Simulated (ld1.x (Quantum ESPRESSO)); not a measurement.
# What one change does to a pseudopotential (Cl, TM)

Cl (Z = 17), norm-conserving Troullier–Martins (Kleinman–Bylander form), made with ld1.x (Quantum ESPRESSO) 7.5 (LDA (PZ), non-relativistic). Core [Ne], reference 3s2 3p5. Waves: 3p (bound): rc 1.40 bohr; 3s (bound): rc 1.05 bohr. Local part: the s channel. Core correction: a·sin(br)/r model core, default radius (core density twice the valence density).

Change: wave 3s (bound): rc 1.05 bohr becomes 3s (bound): rc 1.40 bohr.

Cutoffs: the cutoffs (Ry, on a coarse ladder) from which the occupation-weighted sum of valence levels, in a spherical-Bessel basis at the reference potential, stays within 10 and 1 mRy of its value at 400 Ry; they do not see the model core or the augmentation charge, which bear on the density cutoff. Errors are all-electron minus pseudo energies relative to the spin-unpolarised reference configuration.

Task: Predict the effect on cutoff, ghosts and configuration errors.

Result: The potential gets softer (70 Ry and 160 Ry → 50 Ry and 70 Ry); of the 9 tests that both files solve, the error grows in 0 and shrinks in 1 by more than 15 % and 0.3 meV (median size 5.2 → 4.7 meV); neither file shows a bound ghost. A larger radius leaves more room for a smooth pseudo-wave, so fewer plane waves are needed.

| quantity | base | changed |
| --- | --- | --- |
| cutoff, loose | 70 Ry | 50 Ry |
| cutoff, tight | 160 Ry | 70 Ry |
| loose cutoff by channel (10 mRy a level) | p 15 Ry, s 60 Ry | p 15 Ry, s 30 Ry |
| bound ghosts | none | none |
| error for 3s2 3p4, meV [ΔE 13.99 eV] | +5.2 | +4.7 |
| error for 3s2 3p3, meV [ΔE 39.53 eV] | +33 | +30 |
| error for 3s2 3p2, meV [ΔE 77.93 eV] | +106 | +97 |
| error for 3s2 3p1, meV [ΔE 130.30 eV] | +256 | +234 |
| error for 3s2 3p4.5, meV [ΔE 5.64 eV] | +1.0 | +0.9 |
| error for 3s1 3p6, meV [ΔE 11.87 eV] | -0.7 | +0.1 |
| error for 3s2 3p5.3, meV [ΔE -2.18 eV] | +0.2 | +0.2 |
| error for 3s2 3p5 (spin-polarised), meV [ΔE -0.19 eV] | +3.2 | +3.1 |
| error for 3s2 3p4 (spin-polarised), meV [ΔE 13.11 eV] | +21 | +20 |
| s: phases at 1.55 bohr within 0.05 rad from the reference energy up to (Ry; the scan ends near 5) | 4.9 | to the end of the scan |
| p: phases at 1.55 bohr within 0.05 rad from the reference energy up to (Ry; the scan ends near 5) | to the end of the scan | to the end of the scan |
